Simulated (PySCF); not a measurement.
Isomers of C6H12NP, mass 129.071 u with the commonest isotopes. Method used: PBE0/pcSseg-1 in PySCF (dipole) on a GFN2-xTB geometry, gas phase. One conformer each, none proved a minimum here; rigid rotors.

Question: Order these by radius of gyration √(Σ m r²/M), largest first.
A. `[CH2:1]=[CH:2][P@@:3]1(=[NH:4])[CH2:5][CH2:6][C@H:7]1[CH3:8]` with C1–C2–P3–N4 7°, C2–P3–C5–C6 88°, P3–C5–C6–C7 18°, C5–C6–C7–C8 -144°, C2–P3–C7–C6 -87°
B. `[CH3:1][C:2]1=[CH:3][CH2:4][P@:5]([CH3:6])(=[NH:7])[CH2:8]1` with C2–C3–C4–P5 -20°, C3–C4–P5–C6 -79°, C4–P5–C8–C2 -27°, C1–C2–C8–P5 -159°
C. `[CH3:1][P:2]([NH2:3])[C:4]1=[CH:5][CH2:6][CH2:7][CH2:8]1` with C1–P2–N3–H 175° and -67°, C1–P2–C4–C5 -100°, C4–C5–C6–C7 13°, C5–C6–C7–C8 -20°, C6–C7–C8–C4 19°, P2–C4–C8–C7 165°

Answer: C (2.101 Å), B (1.978 Å), A (1.937 Å).

Question: Order these by out-of-plane moment Σ m c² = (Ia + Ib − Ic)/2, largest first.
A. `[CH2:1]=[CH:2][P@@:3]1(=[NH:4])[CH2:5][CH2:6][C@H:7]1[CH3:8]` with C1–C2–P3–N4 7°, C2–P3–C5–C6 88°, P3–C5–C6–C7 18°, C5–C6–C7–C8 -144°, C2–P3–C7–C6 -87°
B. `[CH3:1][P:2]([NH2:3])[C:4]1=[CH:5][CH2:6][CH2:7][CH2:8]1` with C1–P2–N3–H 175° and -67°, C1–P2–C4–C5 -100°, C4–C5–C6–C7 13°, C5–C6–C7–C8 -20°, C6–C7–C8–C4 19°, P2–C4–C8–C7 165°
C. `[CH3:1][NH:2][P:3]1[CH:4]=[C:5]([CH3:6])[CH2:7][CH2:8]1` with C1–N2–P3–C4 24°
D. `[CH3:1][C:2]1=[CH:3][CH2:4][P@:5]([CH3:6])(=[NH:7])[CH2:8]1` with C2–C3–C4–P5 -20°, C3–C4–P5–C6 -79°, C4–P5–C8–C2 -27°, C1–C2–C8–P5 -159°

Answer: A (82.91 u·Å²), C (72.08 u·Å²), D (68.53 u·Å²), B (40.97 u·Å²).

Question: Order these by rotational constant A, largest first.
A. `[CH2:1]=[CH:2][P@@:3]1(=[NH:4])[CH2:5][CH2:6][C@H:7]1[CH3:8]` with C1–C2–P3–N4 7°, C2–P3–C5–C6 88°, P3–C5–C6–C7 18°, C5–C6–C7–C8 -144°, C2–P3–C7–C6 -87°
B. `[CH3:1][C:2]1=[CH:3][CH2:4][P@:5]([CH3:6])(=[NH:7])[CH2:8]1` with C2–C3–C4–P5 -20°, C3–C4–P5–C6 -79°, C4–P5–C8–C2 -27°, C1–C2–C8–P5 -159°
C. `[CH3:1][P:2]([NH2:3])[C:4]1=[CH:5][CH2:6][CH2:7][CH2:8]1` with C1–P2–N3–H 175° and -67°, C1–P2–C4–C5 -100°, C4–C5–C6–C7 13°, C5–C6–C7–C8 -20°, C6–C7–C8–C4 19°, P2–C4–C8–C7 165°
D. `[CH3:1][NH:2][P:3]1[CH:4]=[C:5]([CH3:6])[CH2:7][CH2:8]1` with C1–N2–P3–C4 24°

Answer: C (3374 MHz), B (3178 MHz), D (2677 MHz), A (2311 MHz).

```
                SMILES  point group  Ia (u·Å²)  Ib (u·Å²)  Ic (u·Å²)      κ  μa (D)  μb (D)  μc (D)
   CC1=CC[P@](C)(=N)C1           C1     159.04     414.58     436.56  -0.94    3.38    0.50    0.42
C=C[P@@]1(=N)CC[C@H]1C           C1     218.71     348.36     401.26  -0.64    2.38    0.75    1.39
         CP(N)C1=CCCC1           C1     149.80     460.68     528.52  -0.88    0.28    0.47    0.10
         CNP1C=C(C)CC1           C1     188.80     391.08     435.72  -0.83    1.05    1.43    0.95
```
